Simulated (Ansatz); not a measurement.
C3H12GaN3 (`C[NH][Ga]([NH]C)[NH]C`). Total charge 0; spin multiplicity 1. Geometry: relaxed with PBE0-D4/def2-TZVP. It is one conformer, not always the lowest.

```xyz
19

C    -1.733    2.113   -0.992
N    -1.479    1.059   -0.041
Ga    0.036    0.056    0.061
N     0.119   -1.349    1.215
C    -0.939   -1.786    2.093
N     1.406    0.361   -1.097
C     2.604   -0.433   -1.217
H    -1.057    2.016   -1.846
H    -2.752    2.063   -1.396
H    -1.591    3.122   -0.580
H    -2.138    1.040    0.720
H     1.011   -1.764    1.427
H    -1.898   -1.389    1.749
H    -1.040   -2.878    2.100
H    -0.810   -1.460    3.135
H     1.462    1.244   -1.576
H     2.446   -1.418   -0.772
H     3.478    0.010   -0.719
H     2.877   -0.606   -2.266
```

Task: What is the dipole moment at B3LYP/def2-TZVPP? (Estimate.)

Result: Ansatz gave: 0.66 D, with components (0.26, 0.41, 0.45) D in this frame, pointing from negative to positive charge.

Task: And with PBE, r2SCAN, ωB97M-V? (An estimate is asked.)

Result: The calculation gave: PBE 0.62 D, r2SCAN 0.64 D, ωB97M-V 0.70 D.

Task: Give the Mulliken charges with B3LYP, PBE, r2SCAN in def2-TZVPP. (Best estimate.)

Result: Computed: 
```tsv
atom	B3LYP	PBE	r2SCAN
C1	-0.17	-0.18	-0.03
N2	-0.31	-0.26	-0.34
Ga3	0.36	0.23	0.37
N4	-0.31	-0.26	-0.34
C5	-0.17	-0.18	-0.03
N6	-0.31	-0.26	-0.34
C7	-0.17	-0.18	-0.03
H8	0.07	0.07	0.03
H9	0.09	0.08	0.04
H10	0.09	0.09	0.05
H11	0.11	0.12	0.13
H12	0.11	0.12	0.13
H13	0.07	0.07	0.03
H14	0.09	0.08	0.04
H15	0.09	0.09	0.05
H16	0.11	0.12	0.13
H17	0.07	0.07	0.03
H18	0.09	0.09	0.05
H19	0.09	0.08	0.04
```

B3LYP here is the variant with VWN-RPA as its local correlation; programs differ in this.
